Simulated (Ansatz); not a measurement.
```xyz
10

C    -0.821   -0.866   -0.471
N     0.202   -0.452    0.454
B     0.840    0.793    0.529
O     0.606    1.863   -0.278
Cl    2.076    1.016    1.788
H    -1.760   -1.106    0.038
H    -1.039   -0.069   -1.186
H    -0.513   -1.739   -1.053
H     0.477   -1.151    1.123
H    -0.069    1.712   -0.943
```

Charge 0, multiplicity 1.

Task: List the r2SCAN/def2-TZVPP orbital energies in eV (the Gaussian-basis code of Ansatz). (Estimate.)

Result: Ansatz gave: Occupied: -2752.75, -516.18, -385.53, -274.29, -254.16, -192.70, -192.56, -192.54, -181.86, -27.15, -23.78, -21.08, -17.99, -14.49, -13.69, -12.42, -11.45, -10.12, -10.11, -9.52, -9.15, -7.78, -7.61, -6.44. Lowest empty: 0.27, 0.93, 1.30, 2.02, 2.63, 3.06, 3.22, 3.70.
